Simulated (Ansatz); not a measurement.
System: ReF, net charge 0, triplet state. The spin state was set by rule; other spins were not relaxed. 
Geometry from a B3LYP-D3(BJ)/def2-TZVP (Ansatz, a quantum-chemistry and plane-wave program) optimisation:
```xyz
2

Re     0.0000     0.0000    -0.1974
F      0.0000     0.0000     1.6447
```
Charge 0, spin multiplicity 3.

Basis-set convergence of Hartree-Fock and CCSD(T) correlation energies (hartree) with Ansatz. Valence correlation only, unless marked. UHF or UKS for open shells. Spin-orbit coupling is left out. Frozen are the shells of the preceding noble gas and the d and f shells that filled before the atom's block. In def2 rows, elements after Kr have scalar-relativistic effective core potentials. The program attaches cautions to a run behind CCSD(T)/def2-SVP: other amplitudes. The program attaches cautions to a run behind CCSD(T)/def2-TZVPP: other amplitudes. The program attaches cautions to a run behind CCSD(T)/def2-QZVPP: other amplitudes.

The UHF reference is spin-contaminated (<S^2> 1.32 over the pure value in the largest basis). The T1 diagnostic of CCSD in the largest basis is 0.046, which is high, so the coupled-cluster rows are less sure than usual.

```tsv
basis	functions	E(HF)	E(corr, CCSD(T))
def2-SVP	46	-176.81104	-0.36587
def2-TZVPP	87	-176.95805	-0.45663
def2-QZVPP	145	-176.96485	-0.48827
```

Extrapolating the two largest sets (X = 3 and 4) as X^-3: E(corr) = (64·(-0.48827) - 27·(-0.45663))/37 = -0.5114 Eh, an estimate of the basis-set limit. The largest set recovers 95.5 % of it, the smallest 71.5 %.
